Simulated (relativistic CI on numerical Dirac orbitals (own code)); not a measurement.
# Slater and spin-orbit integrals, Tc XXII

Computed by Dirac-Coulomb-Breit CI, KLI orbitals optimised for each configuration, model QED (radiative potential, 1s self-energy scaled to tabulated hydrogen-like ionisation energies), unscaled Slater integrals (own radial code, finite nucleus).

Slater integrals F^k, G^k are unscaled and averaged over j, outside the closed core [Ne]; ζ comes from projecting the Hamiltonian with its Breit term on Σ l·s of the shell.

- 3s²3p⁶3d⁴: F^2(3d,3d) = 289500, F^4(3d,3d) = 186080, ζ(3d) = 14940 cm⁻¹; <r>(3d) = 0.349, <r^2>(3d) = 0.1423 (bohr units).
- 3s²3p⁵3d⁵: ζ(3p) = 124860, F^2(3d,3d) = 288710, F^4(3d,3d) = 185550, F^2(3p,3d) = 259440, G^1(3p,3d) = 288730, G^3(3p,3d) = 189070, ζ(3d) = 14689 cm⁻¹; <r>(3p) = 0.383, <r^2>(3p) = 0.1694, <r>(3d) = 0.3498, <r^2>(3d) = 0.143 (bohr units).
- 3s3p⁶3d⁵: F^2(3d,3d) = 288420, F^4(3d,3d) = 185360, G^2(3s,3d) = 218330, ζ(3d) = 14839 cm⁻¹; <r>(3s) = 0.3893, <r^2>(3s) = 0.1726, <r>(3d) = 0.3501, <r^2>(3d) = 0.1433 (bohr units).

Problem. Give the Racah parameters of the d shell in 3s²3p⁶3d⁴.

Solution. B = F²/49 − 5F⁴/441 = 3798 cm⁻¹ and C = 35F⁴/441 = 14768 cm⁻¹.

Averages of the first 10 configurations, taken without configuration mixing, which lowers the lowest level and can move excited configurations by several eV; other configurations of the list can lie among them:

| Configuration | Parity | States | Average energy above the lowest level (eV) |
| --- | --- | --- | --- |
| 3s²3p⁶3d⁴ | even | 210 | 19.3 |
| 3s²3p⁵3d⁵ | odd | 1512 | 177.8 |
| 3s3p⁶3d⁵ | even | 504 | 291.3 |
| 3s²3p⁶3d³4s | even | 240 | 403.3 |
| 3s²3p⁶3d³4p | odd | 720 | 442.6 |
| 3s²3p⁶3d³4d | even | 1200 | 499.9 |
| 3s²3p⁶3d³4f | odd | 1680 | 552.0 |
| 3s²3p⁵3d⁴4s | odd | 2520 | 557.4 |
| 3s²3p⁶3d²4s4p | odd | 540 | 843.6 |
| 3s²3p⁶3d³5s | even | 240 | 639.9 |
